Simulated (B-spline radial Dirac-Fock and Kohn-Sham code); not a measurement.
How the levels of praseodymium move as electrons are removed

Calculated with a radial B-spline solver, using Dirac-Fock (average of configuration) total-energy differences with a finite nucleus, the Breit interaction including its frequency dependence, and self-energy and vacuum-polarisation corrections. Each ion is free and in its tabulated ground configuration. Electron correlation is not included.

Reference: Pr⁶⁺, [Kr] 4d10 4f1 5s2 5p4, with K 42081.3 eV, M1 1605.3 eV, M2 1435.6 eV, N2 339.7 eV, N4 208.5 eV, Kα1 (K-L3) 36022.7 eV, Kβ1 (K-M3) 40741.9 eV, Lα1 (L3-M5) 5031.9 eV. Shifts from it, in eV (a dash: the subshell is empty, belongs to an open shell averaged over j, or its hole state is left out as unreliable):

```csv
ion,configuration,K,M1,M2,N2,N4,Kα1,Kβ1,Lα1
Pr⁷⁺,[Kr] 4d10 4f1 5s2 5p3,+19.1,+18.2,+18.1,–,+17.5,+0.41,+0.85,+0.36
Pr⁸⁺,[Kr] 4d10 4f1 5s2 5p2,+39.0,+37.2,+37.1,+35.6,+35.5,+0.89,+1.83,+0.76
Pr⁹⁺,[Kr] 4d10 4f2 5s2,?,?,?,?,?,?,?,?
Pr¹⁰⁺,[Kr] 4d10 5s2 5p1,+89.1,+88.7,+88.5,+82.6,+81.2,+0.47,+0.69,+0.11
Pr¹¹⁺,[Kr] 4d10 5s2,+111.6,+109.9,+109.7,+102.7,+101.2,+1.09,+2.00,+0.65
```

Q: Give the missing shifts for Pr⁹⁺.

A: K +52.5, M1 +46.5, M2 +46.4, N2 +45.9, N4 +46.9, Kα1 +2.81, Kβ1 +6.12, Lα1 +2.72 (eV).

Over this range K (1s) moves by +111.6 eV and Kα1 by +1.1 eV: a line is a difference of two levels that shift in the same direction.
